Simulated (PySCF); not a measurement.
C3H7O3 (SMILES COC(=O)[OH+]C), charge +1, singlet, geometry from GFN2-xTB; TPSS/STO-3G in PySCF.

Here is a job for PySCF.
```python
from pyscf import gto, scf, dft

mol = gto.M(
    atom='''
C     2.436945    0.246000   -0.304260
O     1.067879   -0.083175   -0.648920
C     0.160729    0.050397    0.225021
O     0.022700    0.431928    1.313095
O    -1.124619   -0.529626   -0.477989
C    -2.399879   -0.122121    0.079044
H     2.487047    0.744392    0.662646
H     3.004990   -0.683780   -0.286058
H     2.811615    0.894159   -1.095063
H    -1.094256   -0.436771   -1.452867
H    -2.291991   -0.104075    1.163762
H    -2.697573    0.862865   -0.278680
H    -3.134280   -0.875455   -0.202052
''',
    basis='sto-3g',
    charge=1,
    spin=0,
    verbose=5,
)

mf = dft.RKS(mol)
mf.xc = 'tpss'
mf.small_rho_cutoff = 0
mf.kernel()
mf.analyze()
```

**Question.** Write the output that PySCF gives for this input, abridged.

**Answer.** 
```
PySCF version 2.14.0

[INPUT] verbose = 5
[INPUT] max_memory = 4000
[INPUT] num. atoms = 13
[INPUT] num. electrons = 48
[INPUT] charge = 1
[INPUT] spin (= nelec alpha-beta = 2S) = 0
[INPUT] symmetry False subgroup None
[INPUT] Mole.unit = angstrom
[INPUT] Symbol           X                Y                Z      unit          X                Y                Z       unit  Magmom
[...]
[INPUT] ---------------- BASIS SET ----------------
[INPUT] l, kappa, [nprim/nctr], expnt,             c_1 c_2 ...
[INPUT] O
[...]
                                23.808861         0.53532814
                                6.4436083         0.44463454
[...]
                                1.1695961         0.39951283
                                0.380389          0.70011547
[...]
                                1.1695961         0.60768372
                                0.380389          0.39195739
[INPUT] C
[...]
                                13.045096         0.53532814
                                3.5305122         0.44463454
[...]
                                0.6834831         0.39951283
                                0.2222899         0.70011547
[...]
                                0.6834831         0.60768372
                                0.2222899         0.39195739
[INPUT] H
[...]
                                0.62391373        0.53532814
                                0.1688554         0.44463454

nuclear repulsion = 258.373482191121
number of shells = 25
number of NR pGTOs = 111
number of NR cGTOs = 37
basis = sto-3g
ecp = {}

******** <class 'pyscf.dft.rks.RKS'> ********
method = RKS
initial guess = minao
damping factor = 0
level_shift factor = 0
DIIS = <class 'pyscf.scf.diis.CDIIS'>
diis_start_cycle = 1
diis_space = 8
diis_damp = 0
SCF conv_tol = 1e-09
SCF conv_tol_grad = None
SCF max_cycles = 50
direct_scf = True
direct_scf_tol = 1e-13
XC library pyscf.dft.libxc version 7.1.2
    S. Lehtola, C. Steigemann, M. J. T. Oliveira, and M. A. L. Marques,  SoftwareX 7, 1–5 (2018)
XC functionals = tpss
    J. Tao, J. P. Perdew, V. N. Staroverov, and G. E. Scuseria,  Phys. Rev. Lett. 91, 146401 (2003)
    J. P. Perdew, J. Tao, V. N. Staroverov, and G. E. Scuseria,  J. Chem. Phys. 120, 6898 (2004)
    J. Tao, J. P. Perdew, V. N. Staroverov, and G. E. Scuseria,  Phys. Rev. Lett. 91, 146401 (2003)
    J. P. Perdew, J. Tao, V. N. Staroverov, and G. E. Scuseria,  J. Chem. Phys. 120, 6898 (2004)
radial grids:
    Treutler-Ahlrichs [JCP 102, 346 (1995); DOI:10.1063/1.469408] (M4) radial grids

becke partition: Becke, JCP 88, 2547 (1988); DOI:10.1063/1.454033
pruning grids: <function nwchem_prune>
grids dens level: 3
symmetrized grids: False
atomic radii adjust function: <function treutler_atomic_radii_adjust>
small_rho_cutoff = 0
Set gradient conv threshold to 3.16228e-05
Initial guess from minao.
atom C rad-grids = 75, ang-grids = [ 50  50  50  50  50  50  50  50  50  50  50  50  50  50  50  50  50  50
  50  50  50  50  86  86  86  86  86  86  86  86  86  86 266 266 266 266
 266 266 302 302 302 302 302 302 302 302 302 302 302 302 302 302 302 302
 302 302 302 302 266 266 266 266 266 266 266 266 266 266 266 266 266 266
 266 266 266]
atom O rad-grids = 75, ang-grids = [ 50  50  50  50  50  50  50  50  50  50  50  50  50  50  50  50  50  50
  50  50  50  50  50  86  86  86  86  86  86  86  86  86 266 266 266 266
 266 266 266 302 302 302 302 302 302 302 302 302 302 302 302 302 302 302
 302 302 302 302 302 266 266 266 266 266 266 266 266 266 266 266 266 266
 266 266 266]
atom H rad-grids = 50, ang-grids = [ 50  50  50  50  50  50  50  50  50  50  50  50  50  50  50  86  86  86
  86 266 266 266 266 266 302 302 302 302 302 302 302 302 302 302 302 302
 302 266 266 266 266 266 266 266 266 266 266 266 266 266]
tot_boxes 2964, boxes in each direction [17 10 11]
Padding 0 grids
tot grids = 153256
nelec by numeric integration = 48.55809928667554
[...]
converged SCF energy = -339.512867360749
Total Energy =                        -339.512867360749226
[...]
1 O 2px         -0.01400   0.01115   0.01209  -0.03266  -0.11585
1 O 2py         -0.00822   0.00430  -0.09725   0.03177   0.05071
1 O 2pz          0.00087  -0.00104   0.04151   0.07291   0.15903
2 C 1s           0.00059   0.00004   0.00005   0.00080   0.00195
2 C 2s          -0.04400  -0.01477  -0.01120  -0.09072  -0.18166
2 C 2px          0.03245   0.01199   0.00641  -0.03175  -0.11261
2 C 2py          0.03150  -0.01943   0.02054  -0.02853  -0.04497
2 C 2pz          0.01071  -0.01964  -0.01785  -0.05303  -0.03232
3 O 1s          -0.00006  -0.00040  -0.00018  -0.00130  -0.00138
3 O 2s          -0.00147   0.01773   0.00758   0.05366   0.05142
3 O 2px          0.00153  -0.01248   0.00100  -0.00460   0.06639
3 O 2py         -0.00875  -0.00389  -0.01628  -0.02795  -0.02411
3 O 2pz         -0.01761  -0.02555  -0.00762  -0.07179  -0.11058
4 O 1s           0.00028  -0.00029   0.00003   0.00076  -0.00041
4 O 2s          -0.00910  -0.00033  -0.00074  -0.02323   0.00806
4 O 2px          0.05828   0.03551   0.00339   0.04213  -0.02406
4 O 2py          0.03354   0.08756  -0.00055  -0.00366   0.00159
4 O 2pz          0.14408  -0.08778   0.01394  -0.00700   0.02086
5 C 1s          -0.00048   0.00167  -0.00035  -0.01033   0.00580
5 C 2s           0.02659  -0.08916   0.01787   0.53388  -0.30070
5 C 2px         -0.32909   0.02956  -0.01701  -0.19553   0.09849
5 C 2py         -0.19259  -0.62712   0.00552  -0.02590   0.02765
5 C 2pz         -0.52789   0.19455  -0.01244   0.14793  -0.10604
6 H 1s          -0.02050   0.00751  -0.00426   0.27811   0.52473
7 H 1s           0.00145  -0.00455   0.53033  -0.15993  -0.18508
8 H 1s           0.03613  -0.02587  -0.51411  -0.13954  -0.20492
9 H 1s           0.09527  -0.07485   0.01232   0.02826   0.00093
10 H 1s          0.52839  -0.12836   0.00351  -0.41121   0.25449
11 H 1s         -0.10414   0.65534  -0.02271  -0.27136   0.13182
12 H 1s         -0.49294  -0.29684  -0.02013  -0.39592   0.21721
               #36       #37
0 C 1s          -0.01202  -0.00126
0 C 2s           0.62353   0.07609
0 C 2px          0.25323  -0.03895
0 C 2py          0.03341  -0.02891
0 C 2pz         -0.00841  -0.08097
1 O 1s           0.00136  -0.00284
1 O 2s          -0.04793   0.16157
1 O 2px         -0.03710  -0.29601
1 O 2py         -0.02005  -0.01806
1 O 2pz         -0.04684   0.11429
2 C 1s          -0.00028  -0.00115
2 C 2s           0.00545   0.15362
2 C 2px          0.07622  -0.23267
2 C 2py          0.00052   0.19493
2 C 2pz         -0.03698   0.64981
3 O 1s          -0.00041   0.00671
3 O 2s           0.01947  -0.31893
3 O 2px         -0.01016   0.00235
3 O 2py         -0.01003   0.15937
3 O 2pz         -0.02387   0.41983
4 O 1s          -0.00018  -0.00022
4 O 2s           0.00841   0.01347
4 O 2px         -0.00083   0.06408
4 O 2py          0.00624  -0.00469
4 O 2pz          0.02486  -0.06339
5 C 1s           0.00082  -0.00045
5 C 2s          -0.04380   0.03533
5 C 2px          0.00731   0.00174
5 C 2py          0.01501  -0.03358
5 C 2pz         -0.02028  -0.01039
6 H 1s          -0.35955   0.01867
7 H 1s          -0.43943  -0.03176
8 H 1s          -0.44984  -0.04760
9 H 1s           0.00974  -0.03055
10 H 1s          0.04263  -0.01942
11 H 1s          0.00726   0.00352
12 H 1s          0.03310  -0.03170
 ** Mulliken pop on meta-lowdin orthogonal AOs  **
 ** Mulliken pop  **
[...]
 ** Mulliken atomic charges  **
charge of    0C =     -0.00259
charge of    1O =     -0.02824
charge of    2C =      0.22741
charge of    3O =     -0.04464
charge of    4O =      0.02421
charge of    5C =     -0.01254
charge of    6H =      0.08770
charge of    7H =      0.09515
charge of    8H =      0.09546
charge of    9H =      0.26206
charge of   10H =      0.10571
charge of   11H =      0.08909
charge of   12H =      0.10121

WARN: System has nonzero charge 1; the dipole moment is origin-dependent.
Location of origin: [0. 0. 0.]

Dipole moment(X, Y, Z, Debye): -1.49661, -0.11399, -2.48400
```
